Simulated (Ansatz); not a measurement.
The cluster Al₄F₂⁻. The state is a doublet with charge -1. Geometry PBE-D4/def2-SVPD, basis def2-TZVPD, Ansatz.

```
atom   x (Å)   y (Å)   z (Å)
 Al1   1.257  -0.227  -1.083
 Al2  -2.510   1.439   0.742
 Al3  -0.475  -0.356   0.893
 Al4  -0.948   0.959  -1.267
  F5  -0.199  -1.265   2.351
  F6   2.875  -0.549  -1.635
```

```tsv
run	HOMO (eV)	LUMO (eV)
A	-0.58	0.52
B	-1.10	0.99
C	-2.28	2.40
D	-1.55	1.74
E	-0.32	0.37
F	-0.34	0.11
```

Another isomer (doublet) lies 0.21 eV lower at PBE0-D4/def2-TZVPD; other spin states weren't run for this one.

HOMO and LUMO are taken over both spins.

**Question.** The runs used BHLYP, LDA (SPW92), PBE, PBE0, r2SCAN, ωB97M-V. Estimate which is which.

**Answer.** A r2SCAN (0 % exact exchange); B PBE0 (25 % exact exchange); C ωB97M-V (range-separated); D BHLYP (50 % exact exchange); E PBE (0 % exact exchange); F LDA (SPW92) (0 % exact exchange). Exact exchange lowers occupied and raises empty levels; among semilocal functionals meta-GGAs tend to open the gap a little, and such runs are hard to tell apart. The gap grows from 0.45 eV (LDA (SPW92)) to 4.68 eV (ωB97M-V).
